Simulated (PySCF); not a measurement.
From computed data to an observable: dipole moment from atomic charges

GeOBr₂, SMILES [Ge](=[O])([Br])[Br]. Atoms are numbered in the order given.

```xyz
4

Ge     0.0000     0.0000     0.7355
O      0.0000     0.0000     2.3700
Br     0.0000     1.8604    -0.6071
Br     0.0000    -1.8604    -0.6071
```

The structure is a stationary point at B3LYP-D3(BJ)/def2-SVP.

Charges (e) from PBE0/def2-TZVP (PySCF):

| atom | IAO | ESP fit |
|---|---|---|
| Ge1 | 1.028 | 0.482 |
| O2 | -0.699 | -0.423 |
| Br3 | -0.164 | -0.030 |
| Br4 | -0.164 | -0.030 |

The dipole moment of the full density is 2.98 D.

Task: What dipole moment does each set of point charges give, and which comes closer to that of the density?

Result: 
μ = Σ q r, and 1 e Å = 4.8032 D.
IAO: Σ q r = (0.000, 0.000, -0.701) e Å, |μ| = 3.37 D.
ESP fit: Σ q r = (0.000, 0.000, -0.612) e Å, |μ| = 2.94 D.
ESP fit comes closer in size. Point charges leave out the atoms' own dipoles (lone pairs, polarised bonds); fits to the potential absorb them, partitions of the density don't.
